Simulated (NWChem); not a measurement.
System: 1,3,5-trisilacyclohexane (C3H12Si3); SMILES [SiH2]1C[SiH2]C[SiH2]C1

Input file for NWChem:

```
start job
memory heap 200 mb stack 900 mb global 1100 mb
geometry units angstroms noautosym nocenter noautoz
  C      0.744368     1.629937    -0.388102
  Si     1.821058     0.173954     0.165893
  C      1.039382    -1.459610    -0.388102
  Si    -0.759881    -1.664059     0.165893
  C     -1.783751    -0.170326    -0.388102
  Si    -1.061177     1.490106     0.165893
  H      0.774103     1.694833    -1.485177
  H      1.172581     2.567039    -0.008376
  H      3.201395     0.305346    -0.387097
  H      1.933432     0.184885     1.652747
  H      1.080717    -1.517809    -1.485177
  H      1.636830    -2.299004    -0.008376
  H     -1.336260    -2.925162    -0.387097
  H     -0.806601    -1.766844     1.652747
  H     -2.809411    -0.268035    -0.008376
  H     -1.854820    -0.177024    -1.485177
  H     -1.126831     1.581959     1.652747
  H     -1.865135     2.619817    -0.387097
end
basis spherical
  * library def2-svp
end
dft
  xc xpbe96 cpbe96
  iterations 150
end
cosmo
  do_cosmo_smd true
  solvent water
end
task dft energy
```

Parts of the log:

```
             Northwest Computational Chemistry Package (NWChem) 7.3.0
             --------------------------------------------------------

                             Geometry "geometry" -> ""
                             -------------------------

 Output coordinates in angstroms (scale by  1.889725989 to convert to a.u.)

  No.       Tag          Charge          X              Y              Z
 ---- ---------------- ---------- -------------- -------------- --------------
    1 C                    6.0000     0.74436800     1.62993700    -0.38810200
    2 Si                  14.0000     1.82105800     0.17395400     0.16589300
    3 C                    6.0000     1.03938200    -1.45961000    -0.38810200
    4 Si                  14.0000    -0.75988100    -1.66405900     0.16589300
    5 C                    6.0000    -1.78375100    -0.17032600    -0.38810200
    6 Si                  14.0000    -1.06117700     1.49010600     0.16589300
    7 H                    1.0000     0.77410300     1.69483300    -1.48517700
    8 H                    1.0000     1.17258100     2.56703900    -0.00837600
    9 H                    1.0000     3.20139500     0.30534600    -0.38709700
   10 H                    1.0000     1.93343200     0.18488500     1.65274700
   11 H                    1.0000     1.08071700    -1.51780900    -1.48517700
   12 H                    1.0000     1.63683000    -2.29900400    -0.00837600
   13 H                    1.0000    -1.33626000    -2.92516200    -0.38709700
   14 H                    1.0000    -0.80660100    -1.76684400     1.65274700
   15 H                    1.0000    -2.80941100    -0.26803500    -0.00837600
   16 H                    1.0000    -1.85482000    -0.17702400    -1.48517700
   17 H                    1.0000    -1.12683100     1.58195900     1.65274700
   18 H                    1.0000    -1.86513500     2.61981700    -0.38709700

 Effective nuclear repulsion energy (a.u.)     447.4048325731

  pbe96 is a nonlocal functional; adding pw91lda local functional.

                                 NWChem DFT Module
                                 -----------------

 Summary of "ao basis" -> "ao basis" (spherical)
 ------------------------------------------------------------------------------
       Tag                 Description            Shells   Functions and Types
 ---------------- ------------------------------  ------  ---------------------
 C                          def2-svp                 6       14   3s2p1d
 Si                         def2-svp                 8       18   4s3p1d
 H                          def2-svp                 3        5   2s1p

 in cosmo_initialize ...
 calling solv_data for solv:h2o

 solvent parameters
 solvname_short: h2o
 solvname_long:  water
 dielec:       78.4000
 dielecinf:     1.7769
 aqueous SMD model solvent descriptors
 dielec:       78.4000
 sola:          0.8200

          ---------------
          -cosmo- solvent
          ---------------
 Cosmo: York-Karplus, doi: 10.1021/jp992097l
 dielectric constant -eps-     =  78.40
 screen = (eps-1)/(eps    )    =   0.98724
 surface charge correction     = lagrangian

   van der Waals surface
 --------------------------

[...]

                                COSMO-SMD solvation results
                                ---------------------------

             internal energy in gas <Psi(g)|H|Psi(g)> =      -989.057985389798
         internal energy in solvent <Psi(s)|H|Psi(s)> =      -989.057206317441
                               delta internal energy  =         0.000779072358 (    0.49 kcal/mol)
   total free energy in solvent <Psi(s)|H+V/2|Psi(s)> =      -989.061631027910
 polarization energy contribution <Psi(s)|V/2|Psi(s)> =        -0.004424710470 (   -2.78 kcal/mol)
    total free energy in solvent including G(SMD-CDS) =      -989.053940933344
                       G(SMD-CDS) energy contribution =         0.007690094566 (    4.83 kcal/mol)
     1 M fixed-concentration free energy of solvation =         0.004044456454 (    2.54 kcal/mol)

                       DFT Final Molecular Orbital Analysis
                       ------------------------------------

 Vector   34  Occ=2.000000D+00  E=-2.790993D-01
              MO Center= -3.8D-03, -9.7D-03,  5.1D-01, r^2= 6.4D+00
   Bfn.  Coefficient  Atom+Function         Bfn.  Coefficient  Atom+Function
  ----- ------------  ---------------      ----- ------------  ---------------
   132      0.209083  14 H  s               112      0.207208  10 H  s
   147      0.207044  17 H  s               133      0.150430  14 H  s
   113      0.149308  10 H  s               148      0.149263  17 H  s
    38     -0.142842   3 C  pz               70     -0.142883   5 C  pz
     6     -0.141718   1 C  pz              117      0.141584  11 H  s

 Vector   35  Occ=2.000000D+00  E=-2.536005D-01
              MO Center=  1.3D-01,  6.2D-01, -2.3D-01, r^2= 6.1D+00
   Bfn.  Coefficient  Atom+Function         Bfn.  Coefficient  Atom+Function
  ----- ------------  ---------------      ----- ------------  ---------------
     4      0.260481   1 C  px              152      0.224103  18 H  s
   107     -0.198008   9 H  s                36      0.179748   3 C  px
   153      0.163143  18 H  s                69     -0.162057   5 C  py
     7      0.150230   1 C  px               54     -0.147648   4 Si px
   108     -0.144067   9 H  s                68      0.140830   5 C  px

 Vector   36  Occ=2.000000D+00  E=-2.535545D-01
              MO Center= -1.4D-01, -6.2D-01, -2.3D-01, r^2= 6.1D+00
   Bfn.  Coefficient  Atom+Function         Bfn.  Coefficient  Atom+Function
  ----- ------------  ---------------      ----- ------------  ---------------
    69      0.246495   5 C  py              127      0.243972  13 H  s
    37      0.207810   3 C  py               36      0.184276   3 C  px
   128      0.177261  13 H  s                23     -0.146335   2 Si py
   107     -0.144511   9 H  s                87     -0.143204   6 Si py
    72      0.141346   5 C  py               55     -0.136863   4 Si py

 Vector   37  Occ=0.000000D+00  E=-2.031159D-03
              MO Center=  5.4D-04,  1.9D-03,  8.7D-02, r^2= 7.1D+00
   Bfn.  Coefficient  Atom+Function         Bfn.  Coefficient  Atom+Function
  ----- ------------  ---------------      ----- ------------  ---------------
     3      0.781532   1 C  s                35      0.779410   3 C  s
    67      0.778685   5 C  s                25      0.664047   2 Si px
   108     -0.613082   9 H  s               128     -0.611978  13 H  s
   153     -0.613470  18 H  s                58     -0.605184   4 Si py
    90      0.543225   6 Si py               89     -0.387750   6 Si px

 Vector   38  Occ=0.000000D+00  E= 9.446839D-03
              MO Center=  2.4D-02,  6.1D-01,  1.1D-01, r^2= 7.9D+00
   Bfn.  Coefficient  Atom+Function         Bfn.  Coefficient  Atom+Function
  ----- ------------  ---------------      ----- ------------  ---------------
     3      1.489496   1 C  s                67     -0.998994   5 C  s
    89     -0.808478   6 Si px               26     -0.725371   2 Si py
    59     -0.523149   4 Si pz               35     -0.491736   3 C  s
    90     -0.477336   6 Si py               27      0.350889   2 Si pz
   133      0.340007  14 H  s                58      0.301100   4 Si py

 Vector   39  Occ=0.000000D+00  E= 9.488305D-03
              MO Center= -2.5D-02, -6.1D-01,  1.1D-01, r^2= 7.9D+00
   Bfn.  Coefficient  Atom+Function         Bfn.  Coefficient  Atom+Function
  ----- ------------  ---------------      ----- ------------  ---------------
    35      1.435738   3 C  s                67     -1.143916   5 C  s
    57     -0.901150   4 Si px               26      0.664938   2 Si py
    91     -0.505790   6 Si pz               27      0.401910   2 Si pz
    90     -0.377025   6 Si py               58      0.359477   4 Si py
   148      0.328768  17 H  s                 3     -0.293712   1 C  s

     Multipole analysis of the density
     ---------------------------------

     L   x y z        total         alpha         beta         nuclear
     -   - - -        -----         -----         ----         -------
     0   0 0 0     -0.000000    -36.000000    -36.000000     72.000000

     1   1 0 0     -0.000008      0.000002      0.000002     -0.000011
     1   0 1 0     -0.002925     -0.001482     -0.001482      0.000040
     1   0 0 1     -0.763254      0.281704      0.281704     -1.326661

     2   2 0 0    -47.879215   -269.450283   -269.450283    491.021351
     2   1 1 0      0.002564      0.001258      0.001258      0.000048
     2   1 0 1      0.001964      0.000978      0.000978      0.000008
     2   0 2 0    -47.886440   -269.453915   -269.453915    491.021390
     2   0 1 1      0.003117      0.001559      0.001559     -0.000001
     2   0 0 2    -47.056444    -57.683292    -57.683292     68.310140
```

Level: PBE/def2-SVP, SMD on the gas-phase geometry. Structure relaxed at the B3LYP/6-31G* (spherical d) level. Solvent: water.
